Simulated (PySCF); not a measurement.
Method: PBE0-D3(BJ)/def2-TZVP // PBE0-D3(BJ)/def2-SVP (PySCF 2.14.0). Gas-phase values, no solvent. Excitations are Tamm–Dancoff values on a coarser integration grid. The basis has no diffuse functions, so Rydberg states are missing or too high.

Reference species (SMILES): `[SiH3]c1c(Cl)ccc2ccsc12` (neutral, multiplicity 1).

The T1 excitation (TDA) is 3.22 eV and the S1 excitation (TDA) is 4.60 eV. The HOMO–LUMO gap is 5.22 eV.

Changed species: `[SiH3]c1cc(Cl)c2ccsc2c1`.

### Question
Predict the effect on the T1 excitation (TDA), S1 excitation (TDA) and HOMO–LUMO gap.

### Answer
the T1 excitation (TDA) stays essentially unchanged; the S1 excitation (TDA) drops by 0.11 eV, to 4.49 eV; the HOMO–LUMO gap drops by 0.05 eV, to 5.17 eV.
